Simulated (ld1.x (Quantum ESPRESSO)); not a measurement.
# arsenic (As): one change to an ultrasoft potential, before and after

ld1.x (Quantum ESPRESSO) 7.5 input, shortened:

```
&input
   title='As', zed=33., rel=1, dft='PBESOL', iswitch=3,
   config='[Ar] 3d10 4s1.5 4p3.5 4d-2'
 /
 &inputp
   pseudotype=3, tm=.true., lloc=-2, rcloc=0.95,
   nlcc=.false.,
   which_augfun='PSQ', rmatch_augfun=1.25
 /
5
4S  1  0   1.50   0.00  1.35  1.55  0.0
4S  1  0   0.00   0.30  1.35  1.55  0.0
4P  2  1   3.50   0.00  1.35  1.60  0.0
4P  2  1   0.00   0.50  1.35  1.60  0.0
4D  3  2  -2.00  -0.10  1.10  1.15  0.0
 &test
   configts(1)='4s1.5 4p3.5'
 /
```

Change: all radii scaled by about 1.10 (s 1.70, p 1.76, d 1.26 bohr, rcut 1.48/1.48/1.20); local potential all-electron potential smoothed inside 1.04 bohr (lloc = -2); augmentation PSQ, radius 1.36 bohr.

Cutoffs: the cutoffs (Ry, on a coarse ladder) from which the occupation-weighted sum of valence levels, in a spherical-Bessel basis at the reference potential, stays within 10 and 1 mRy of its value at 400 Ry; they do not see the model core or the augmentation charge, which bear on the density cutoff. Errors are all-electron minus pseudo energies relative to the spin-unpolarised reference configuration.

**Question.** Predict the effect on cutoff, ghosts and configuration errors.

**Answer.** The potential gets softer (15 Ry and 25 Ry → 10 Ry and 15 Ry); both files keep a bound ghost (d); of the 7 tests that both files solve, the error grows in 2 and shrinks in 3 by more than 15 % and 0.3 meV (median size 8.6 → 2.6 meV). A larger radius leaves more room for a smooth pseudo-wave, so fewer plane waves are needed.

| quantity | base | changed |
| --- | --- | --- |
| cutoff, loose | 15 Ry | 10 Ry |
| cutoff, tight | 25 Ry | 15 Ry |
| loose cutoff by channel (10 mRy a level) | s 12 Ry, p 6 Ry | s 8 Ry, p 6 Ry |
| bound ghosts | d | d |
| error for 4s2 4p3, meV [ΔE -4.68 eV] | -1.8 | +2.6 |
| error for 4s2 4p2, meV [ΔE 4.47 eV] | -8.6 | -1.0 |
| error for 4s2 4p1, meV [ΔE 22.42 eV] | -28 | -24 |
| error for 4s2 4p0, meV [ΔE 50.14 eV] | -95 | -73 |
| error for 4s2 4p3.3, meV [ΔE -5.92 eV] | -2.3 | +2.2 |
| error for 4s1 4p4, meV [ΔE 4.74 eV] | -1.1 | +2.3 |
| error for 4s1 4p0, meV [ΔE 100.77 eV] | -107 | -83 |
| lowest overlap eigenvalue by channel | s 0.43, p 0.61, d 1.00 | s 0.37, p 0.58, d 0.35 |

 A true bound ghost makes a file unfit for plane-wave use even where its test errors are small: the radial tests pick states by their node count and pass the ghost by.
